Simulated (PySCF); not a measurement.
# Ne⁺: ionisation energy

Ne⁺ [He] 2s2 2p5 (2P) → Ne²⁺ [He] 2s2 2p4 (3P), as a difference of total energies. Computed with PySCF 2.14 in 6-31G* (3s2p1d, 14 functions), with the non-relativistic Hamiltonian (point nucleus). Correlated levels: valence: 1s2 frozen. The calculations carry no spin-orbit coupling.

```csv
method,ionisation energy (eV)
UHF,39.478
PBE,41.292
M06-2X,41.259
MP2 (valence),40.557
SCS-MP2 (valence),40.509
CCSD (valence),40.520
CCSD(T) (valence),40.538
```

Errors of the correlated levels include the incompleteness of this basis and the frozen core.

Which method comes closest to the reference value, and which is furthest?

The reference is 40.963 eV (measured; NIST Atomic Spectra Database, ionization energies). Closest: M06-2X (error 0.296 eV); furthest: UHF (error -1.485 eV).
